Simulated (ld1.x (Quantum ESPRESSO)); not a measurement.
**Before and after: TM potential for arsenic (As)**

arsenic (As), norm-conserving Troullier–Martins (Kleinman–Bylander form), made with ld1.x (Quantum ESPRESSO) 7.5 (PBE, scalar-relativistic). Core [Ar] 3d10, reference 4s2 4p3. Waves: 4s (bound): rc 1.15 bohr; 4p (bound): rc 1.70 bohr. Local part: all-electron potential smoothed inside 1.15 bohr (lloc = -1). Core correction: none.

Change: local potential all-electron potential smoothed inside 0.66 bohr (lloc = -1).

Cutoffs: the cutoffs (Ry, on a coarse ladder) from which the occupation-weighted sum of valence levels, in a spherical-Bessel basis at the reference potential, stays within 10 and 1 mRy of its value at 400 Ry; they do not see the model core or the augmentation charge, which bear on the density cutoff. Errors are all-electron minus pseudo energies relative to the spin-unpolarised reference configuration.

Q: What does the change do?

A: The potential gets neither clearly harder nor softer (70 Ry and 260 Ry → 70 Ry and 260 Ry); the bound ghosts move from s to d, p, s; of the 7 tests that both files solve, the error grows in 1 and shrinks in 3 by more than 15 % and 0.3 meV (median size 5.4 → 6.9 meV); the range in which the s phases agree narrows (upper end at the end of the scan → 3.6); the range in which the p phases agree widens (upper end 2.1 → at the end of the scan). In the separable form a ghost depends on how the local part lies against the semilocal potential of the channel, so the choice of the local part can create or remove one.

```csv
quantity,base,changed
"cutoff, loose",70 Ry,70 Ry
"cutoff, tight",260 Ry,260 Ry
loose cutoff by channel (10 mRy a level),"s 60 Ry, p 6 Ry","s 55 Ry, p 6 Ry"
bound ghosts,s,"s, p, d"
"error for 4s2 4p2, meV [ΔE 9.15 eV]",-5.1,-3.5
"error for 4s2 4p1, meV [ΔE 27.07 eV]",-34,-14
"error for 4s2 4p0, meV [ΔE 54.77 eV]",-101,-6.9
"error for 4s1 4p4, meV [ΔE 9.42 eV]",+19,+18
"error for 4s2 4p2.5, meV [ΔE 3.56 eV]",-1.1,-1.0
"error for 4s1 4p0, meV [ΔE 105.42 eV]",-5.4,+120
"error for 4s2 4p3.3, meV [ΔE -1.23 eV]",+0.1,+0.1
s: phases at 1.84 bohr within 0.05 rad from the reference energy up to (Ry; the scan ends near 5),to the end of the scan,3.6
p: phases at 1.84 bohr within 0.05 rad from the reference energy up to (Ry; the scan ends near 5),2.1,to the end of the scan
```

 A true bound ghost makes a file unfit for plane-wave use even where its test errors are small: the radial tests pick states by their node count and pass the ghost by.
